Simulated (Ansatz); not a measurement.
Reaction (ligand exchange at a Ga–F bond): `[F][GaH2]` + PH₃ → `[PH2][GaH2]` + H–F

Gas-phase electronic energies from Ansatz, PBE0-D4/def2-TZVP geometries. CBS: MP2 limit from def2 TZ/QZ plus the TZ coupled-cluster correction, frozen cores. This one scheme is used for every species. DFT in def2-TZVPP. HSE06 is defined as in plane-wave codes. For Ga outer-core shells are correlated without core-valence functions, which leaves a few kJ/mol of doubt a bond. Scalar relativity is left out up to krypton.

`[F][GaH2]`:

```xyz
4

F    -1.470   -0.711   -0.037
Ga    0.113    0.055    0.003
H     1.091   -0.467   -1.089
H     0.266    1.123    1.123
```

PH₃:

Cartesian coordinates in Å:
```
P 0.545 -0.199 -0.011
H -0.588 -1.049 0.084
H -0.022 0.566 -1.064
H 0.064 0.683 0.992
```

`[PH2][GaH2]`:

```xyz
6

P     0.482    0.249   -1.286
Ga    0.055    0.127    0.979
H    -0.858    0.526   -1.660
H     0.396   -1.149   -1.513
H     0.780   -0.969    1.836
H    -0.855    1.217    1.645
```

H–F:

```xyz
2

F    -0.430    0.100   -0.128
H     0.430   -0.100    0.128
```

```tsv
level	ΔE (kJ/mol)	difference from CCSD(T)/CBS
BLYP-D4	58.1	13.5
B97M-V	57.9	13.3
HSE06-D4	40.4	-4.2
BHLYP-D4	56.3	11.7
PBE	47.0	2.4
r2SCAN	53.7	9.1
MP2/def2-SVP	71.1	26.5
CCSD/def2-SVP	73.6	29.0
MP2/def2-TZVPP	49.4	4.8
CCSD/def2-TZVPP	53.6	9.0
CCSD(T)/CBS	44.6	0
```

Task: What do rigid-rotor, harmonic-oscillator terms from PBE0-D4/def2-TZVP frequencies (298.15 K, 1 bar) make of the CCSD(T)/CBS value? (An estimate is asked.)

Result: The calculation gave: ΔZPE = +2.0 kJ/mol, ΔH = +48.5 kJ/mol, ΔS = 0 J/(mol·K), ΔG = +48.6 kJ/mol.

Largest T1 diagnostic among the species: 0.014.

The D4 term adds −6.4 kJ/mol with B3LYP and −3.4 kJ/mol with PBE0; it sums over pairs of atoms, weighted by their polarisabilities, and B3LYP, whose exchange is more repulsive, gets the larger term. Leaving LDA and LC-ωPBE aside and taking each functional with its dispersion term where it has one, the values, not all of them listed here, spread over 22.5 kJ/mol, from HSE06-D4 to CAM-B3LYP-D4. LDA lies −7.0 kJ/mol from PBE without D4. In def2-TZVPP, CCSD(T) changes the Hartree–Fock value by −20.9 kJ/mol (the triples alone add −2.5 kJ/mol) and MP2 by −22.7 kJ/mol.

B3LYP here is the variant with VWN-RPA as its local correlation; programs differ in this.
